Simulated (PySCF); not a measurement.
# MO3- across group 9

Level: B3LYP, basis family def2-SVPD, scalar-relativistic core potentials from Rb on and no relativity for lighter atoms.

Each entry is the lowest minimum that a search over a few typed start shapes (and spin states, where more than one is plausible) found, or that minimum re-optimised at the stated level; isomers with ligand–ligand bonds, or fragments after loss of a ligand pair, can lie lower. Open shells are unrestricted; no spin–orbit coupling; PySCF with density fitting.

```tsv
molecule	2S+1	point group	mean bond to the central atom (Å)	highest ω (cm⁻¹)	lowest ω (cm⁻¹)
CoO₃⁻	3	D3h	1.611	913	235
RhO₃⁻	?	?	?	?	?
IrO₃⁻	3	D3h	1.763	897	233
```

(1) Fill in the row of RhO₃⁻.

Answers

(1) 2S+1: 3; point group: D3h; mean bond to the central atom (Å): 1.745; highest ω (cm⁻¹): 840; lowest ω (cm⁻¹): 221.

The bond lengthens at every step; the largest change, 0.134 Å, falls between CoO₃⁻ and RhO₃⁻ among the members listed.

The 4d and 5d members differ by only 0.018 Å, the mark of the lanthanide contraction and relativistic shrinkage of 6s.

Spin–orbit coupling can matter for IrO₃⁻.

Left out of the table are members whose search was unfinished or whose lowest solution was spin-contaminated, unstable, very soft or bonded differently.

Open d and f shells are single-determinant solutions and may miss the true ground state.
